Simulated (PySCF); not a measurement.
C4H5FO. Atoms are numbered in the order given.

```xyz
11

F      0.0126    -2.1157     0.0000
C     -0.0369    -0.7748     0.0000
C     -1.1403    -0.0006     0.0000
O     -0.8704     1.3410     0.0000
C      0.5785     1.4876     0.0000
C      1.2073     0.0696     0.0000
H     -2.1998    -0.2842     0.0000
H      0.8575     2.0766     0.8978
H      0.8575     2.0766    -0.8978
H      1.8416    -0.1230     0.8931
H      1.8416    -0.1230    -0.8931
```
Charge 0, spin multiplicity 1.

Geometry: PBE-D3(BJ)/def2-SVP. The geometry has at least one imaginary mode, so it is a saddle point at that level. Other conformers were not sampled.

These are TDA-PBE/def2-SVPD in PySCF 2.14.0 values and carry that method's errors.

Vertical excitations. The molecule is in vacuum. State labels are in the subgroup Cs.

```json
[
 {"state": "S1", "symmetry": "A\"", "energy (eV)": "4.88", "λ (nm)": "254", "f": "0.001", "main pairs": "HOMO→LUMO+1 100 %"},
 {"state": "S2", "symmetry": "A\"", "energy (eV)": "5.38", "λ (nm)": "230", "f": "0.001", "main pairs": "HOMO→LUMO+2 98 %"},
 {"state": "S3", "symmetry": "A'", "energy (eV)": "5.62", "λ (nm)": "221", "f": "0.101", "main pairs": "HOMO→LUMO 65 %, HOMO→LUMO+5 30 %"},
 {"state": "S4", "symmetry": "A\"", "energy (eV)": "5.90", "λ (nm)": "210", "f": "0.001", "main pairs": "HOMO→LUMO+3 87 %"},
 {"state": "S5", "symmetry": "A\"", "energy (eV)": "6.01", "λ (nm)": "206", "f": "0.006", "main pairs": "HOMO→LUMO+4 88 %"},
 {"state": "S6", "symmetry": "A\"", "energy (eV)": "6.35", "λ (nm)": "195", "f": "0.013", "main pairs": "HOMO→LUMO+6 100 %"},
 {"state": "S7", "symmetry": "A'", "energy (eV)": "6.72", "λ (nm)": "185", "f": "0.077", "main pairs": "HOMO→LUMO+5 65 %, HOMO→LUMO 20 %"},
 {"state": "S8", "symmetry": "A\"", "energy (eV)": "7.21", "λ (nm)": "172", "f": "0.008", "main pairs": "HOMO→LUMO+7 100 %"},
 {"state": "S9", "symmetry": "A'", "energy (eV)": "7.73", "λ (nm)": "160", "f": "0.017", "main pairs": "HOMO→LUMO+8 94 %"},
 {"state": "S10", "symmetry": "A\"", "energy (eV)": "7.83", "λ (nm)": "158", "f": "0.001", "main pairs": "HOMO−1→LUMO 99 %"},
 {"state": "T1", "symmetry": "A'", "energy (eV)": "3.76", "λ (nm)": "330", "f": "0", "main pairs": "HOMO→LUMO 97 %"},
 {"state": "T2", "symmetry": "A\"", "energy (eV)": "4.81", "λ (nm)": "258", "f": "0", "main pairs": "HOMO→LUMO+1 100 %"},
 {"state": "T3", "symmetry": "A\"", "energy (eV)": "5.14", "λ (nm)": "241", "f": "0", "main pairs": "HOMO→LUMO+2 99 %"},
 {"state": "T4", "symmetry": "A\"", "energy (eV)": "5.72", "λ (nm)": "217", "f": "0", "main pairs": "HOMO→LUMO+3 98 %"}
]
```
Triplets are in the Tamm–Dancoff approximation.
